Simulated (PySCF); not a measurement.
CH8Ge2O2Si.
InChI=1S/CH8Ge2O2Si/c2-3-6-5-1-4/h1H,3,6H2,2H3

Level of theory: TDDFT CAM-B3LYP/def2-SVPD, vertical, gas phase, core orbitals frozen in the response (PySCF). Isolated species at its PBE0-D3(BJ)/def2-SVP geometry (one conformer only). Relativistic effects, spin–orbit coupling among them, are left out although an element past zinc is present. Torsions of this conformer, `[O:1]=[CH:2][O:3][SiH2:4][GeH2:5][GeH3:6]`: O1–C2–O3–Si4 -1°, C2–O3–Si4–Ge5 3°, O3–Si4–Ge5–Ge6 64°.

Question: What does the calculation give for the low-lying excited states?

Answer: 

```csv
state,E (eV),ν̃ (cm⁻¹),f,"main configurations (H = HOMO, L = LUMO)"
S1,5.81,46840,0.0016,"H-2→L+1 (47%), H-1→L+1 (29%)"
S2,6.59,53170,0.066,"H→L (55%), H→L+3 (13%), H-1→L (9%)"
S3,7.01,56510,0.053,"H→L+1 (42%), H→L+3 (27%), H→L (8%)"
S4,7.11,57350,0.047,"H→L+1 (29%), H→L+3 (28%), H-1→L+1 (9%)"
S5,7.14,57630,0.326,"H→L+2 (61%), H→L (9%)"
S6,7.19,57960,0.118,"H-1→L (47%), H→L (13%), H→L+4 (10%)"
S7,7.43,59940,0.012,"H→L+4 (51%), H→L+3 (12%), H-1→L (8%)"
S8,7.59,61190,0.033,H-1→L+3 (50%)
S9,7.62,61470,0.160,H-1→L+2 (58%)
S10,7.66,61740,0.012,"H-1→L+4 (14%), H-2→L (11%), H-4→L+1 (10%)"
```

Triplets (Tamm–Dancoff): T1 5.27 eV, H-2→L+1 (47%), H-1→L+1 (28%); T2 5.89 eV, H→L (77%); T3 6.03 eV, H-4→L+1 (27%), H-7→L+1 (22%), H-3→L+1 (22%); T4 6.21 eV, H→L+3 (29%), H→L+2 (19%), H-1→L (13%).

The lowest singlet comes at 214 nm (560 kJ/mol) in the ultraviolet; it is very weak; its leading configuration is HOMO-2→LUMO+1 (47%). The most intense listed level is S5 at 7.14 eV (174 nm, f = 0.326), 1.34 eV above S1. Löwdin shares by element: HOMO germanium 58%, silicon 16%, hydrogen 6% or more (atoms not listed hold the other 20%); LUMO germanium 34%, silicon 23%, hydrogen 8% or more (atoms not listed hold the other 35%). Orbital energies (eV): HOMO-3 -10.55, HOMO-2 -10.18, HOMO-1 -9.65, HOMO -9.14, LUMO 0.46, LUMO+1 0.72, LUMO+2 0.82. Of the 10 states listed, 9 reach f = 0.01 and none stays under 0.0005. The oscillator strengths of these states sum to 0.828; summed over the whole spectrum of an exact calculation they would give the number of electrons, 108 (Thomas–Reiche–Kuhn). All these states lie below the vertical ionisation energy of 9.82 eV (ΔSCF). The window holds the lowest 10 singlets.
